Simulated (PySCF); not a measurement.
Compound: (F)3Sn-S-SiH3.
Z-matrix (Å and degrees, PBE0-D3(BJ)/def2-SVP geometry), rows numbered from 1:
```
Sn
F   1  1.9244
F   1  1.9130  2  107.61
F   1  1.9148  2  105.60  3  -110.95
S   1  2.3578  2  106.54  3   125.11
Si  5  2.1906  1   96.61  2    14.19
H   6  1.4853  5  110.57  1   -71.25
H   6  1.4863  5  110.23  1    52.71
H   6  1.4877  5  101.91  1   170.63
```

The calculation used TDDFT CAM-B3LYP/def2-SVPD, vertical, gas phase, core orbitals frozen in the response, def2 core potentials past Kr (PySCF 2.14.0, density-fitted response routines). Spin–orbit coupling is left out.

Kohn–Sham orbitals with the atoms that hold most of them (Löwdin shares over 4%, at most four atoms; ? is withheld):

```csv
orbital,ε (eV),atoms
HOMO-3,-12.50,"Si6 38%, H7 27%, H8 13%, S5 12%"
HOMO-2,-12.02,"S5 42%, Si6 27%, H9 18%, Sn1 4%"
HOMO-1,-11.34,?
HOMO,-10.03,"S5 73%, Si6 11%, Sn1 6%, H7 5%"
LUMO,-2.28,?
LUMO+1,-0.08,"S5 31%, Si6 26%, Sn1 15%, H9 7%"
LUMO+2,0.47,"S5 26%, Si6 24%, Sn1 17%, H8 8%"
```

(1) Give the leading atoms of the LUMO.

(2) Which atoms hold the HOMO-1, and with what shares?

(3) The HOMO–LUMO gap is 7.75 eV. Where does the response calculation put the lowest singlet, and from which orbitals?

(4) Give energy, strength and leading configuration of S1, S2 and S3, and follow the Löwdin shares of the leading atoms from the occupied to the empty orbital.

## Answers

(1) Sn1 (bonded to 3 F and S) 31%; S5 (bonded to Si and Sn) 29%; F3 (bonded to Sn) 12%; F4 (bonded to Sn) 12%. By element: tin 31%, sulfur 29%, fluorine 25% or more.

(2) S5 (bonded to Si and Sn) 46%; Si6 (bonded to S and 3 H) 17%; Sn1 (bonded to 3 F and S) 8%; H8 (bonded to Si) 7%.

(3) S1 is at 4.21 eV (f = 0.0070), 3.54 eV below the gap, made of HOMO→LUMO (96%). 

(4) 
- S1 (4.21 eV, f 0.0070), HOMO→LUMO (96%): S5 73% → 29%, Si6 11% → at most 13%, Sn1 6% → 31%
- S2 (5.93 eV, f 0.065), HOMO-1→LUMO (76%): S5 46% → 29%, Si6 17% → at most 13%, Sn1 8% → 31%
- S3 (6.41 eV, f 0.0076), HOMO→LUMO+1 (92%): S5 73% → 31%, Si6 11% → 26%

Löwdin shares depend on the basis, the more so with diffuse functions.
